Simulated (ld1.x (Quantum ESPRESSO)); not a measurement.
What one change does to a pseudopotential (arsenic, TM)

ld1.x (Quantum ESPRESSO) 7.5 input, shortened:

```
&input
   title='As', zed=33., rel=1, dft='BLYP', iswitch=3,
   config='[Ar] 3d10 4s2 4p3'
 /
 &inputp
   pseudotype=2, tm=.true., lloc=0,
   nlcc=.false.
 /
3
4P  2  1   3.00   0.00  1.55  1.55  0.0
3D  3  2  10.00   0.00  0.90  0.90  0.0
4S  1  0   2.00   0.00  1.70  1.70  0.0
 &test
   configts(1)='3d10 4s2 4p3'
 /
```

Change: wave 4s (bound): rc 1.70 bohr becomes 4s (bound): rc 1.84 bohr.

Cutoffs: the cutoffs (Ry, on a coarse ladder) from which the occupation-weighted sum of valence levels, in a spherical-Bessel basis at the reference potential, stays within 10 and 1 mRy of its value at 400 Ry; they do not see the model core or the augmentation charge, which bear on the density cutoff. Errors are all-electron minus pseudo energies relative to the spin-unpolarised reference configuration.

Task: Predict the effect on cutoff, ghosts and configuration errors.

Result: Of the 7 tests that both files solve, the error grows in 2 and shrinks in 0 by more than 15 % and 0.3 meV (median size 5.8 → 10.8 meV); neither file shows a bound ghost.

| quantity | base | changed |
| --- | --- | --- |
| cutoff, loose | 300 Ry | 300 Ry |
| cutoff, tight | over 300 Ry | over 300 Ry |
| loose cutoff by channel (10 mRy a level) | p 12 Ry, d 260 Ry, s 18 Ry | p 10 Ry, d 260 Ry, s 15 Ry |
| bound ghosts | none | none |
| error for 3d10 4s2 4p2, meV [ΔE 9.03 eV] | -0.1 | -0.2 |
| error for 3d10 4s2 4p1, meV [ΔE 26.89 eV] | +5.8 | +6.2 |
| error for 3d10 4s2 4p0, meV [ΔE 54.64 eV] | +32 | +38 |
| error for 3d10 4s1 4p0, meV [ΔE 105.48 eV] | +107 | +112 |
| error for 3d9 4s2 4p3, meV [ΔE 50.70 eV] | -989 | -974 |
| error for 3d10 4s2 4p3.3, meV [ΔE -1.20 eV] | +0.2 | +0.2 |
| error for 3d10 4s0 4p5, meV [ΔE 19.20 eV] | -2.3 | -11 |
